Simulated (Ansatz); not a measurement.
Program: Ansatz. Geometries: PBE0-D4/def2-TZVP. ΔE: electronic, gas phase. CCSD(T)/CBS is the MP2 limit (def2-TZVPP, def2-QZVPP) plus CCSD(T) − MP2 in def2-TZVPP, frozen cores. This one scheme is used for every species. DFT in def2-TZVPP. HSE06 is defined as in plane-wave codes. For Ge outer-core shells are correlated without core-valence functions, which leaves a few kJ/mol of doubt a bond. Scalar relativity is left out up to krypton. One conformer a species, not always the lowest.

`C[O][GeH2][CH3]` + H₂ → `[CH3][GeH3]` + CH₃OH  (hydrogenolysis of a Ge–O bond)

| species | HSE06 energy (Eh) |
| --- | --- |
| `C[O][GeH2][CH3]` | -2232.87186 |
| H₂ | -1.16797 |
| `[CH3][GeH3]` | -2118.40621 |
| CH₃OH | -115.63382 |

Problem. Work out ΔE.

Solution. ΔE = (-2118.40621) + (-115.63382) − (-2232.87186) − (-1.16797) = -0.00020 Eh = -0.1 kcal/mol. CCSD(T)/CBS gives +2.9 kcal/mol.

Largest T1 diagnostic among the species: 0.011.

The D4 term adds +2.2 kcal/mol with B3LYP and +1.2 kcal/mol with PBE0; it sums over pairs of atoms, weighted by their polarisabilities, and B3LYP, whose exchange is more repulsive, gets the larger term. From PBE to PBE0 (25 % exact exchange), in def2-TZVPP and without D4, ΔE moves by −0.8 kcal/mol. In def2-TZVPP, CCSD(T) changes the Hartree–Fock value by +3.2 kcal/mol (the triples alone add +1.0 kcal/mol) and MP2 by +4.9 kcal/mol.

B3LYP here is the variant with VWN-RPA as its local correlation; programs differ in this.
